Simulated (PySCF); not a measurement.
Method: PBE-D3(BJ)/def2-TZVPD // CAM-B3LYP-D3(BJ)/def2-TZVPD run with PySCF. Gas-phase values, no solvent. 

Reference species (SMILES): `[O-][SiH2]Cl` (charge -1, multiplicity 1).

The HOMO is -0.63 eV.

Changed species: `[O-][SiH2][GeH3]` (X = germyl, proton removed; the reference has X = chloro, proton removed).

Predict the effect on the HOMO.

the HOMO rises by 0.11 eV, to -0.52 eV.
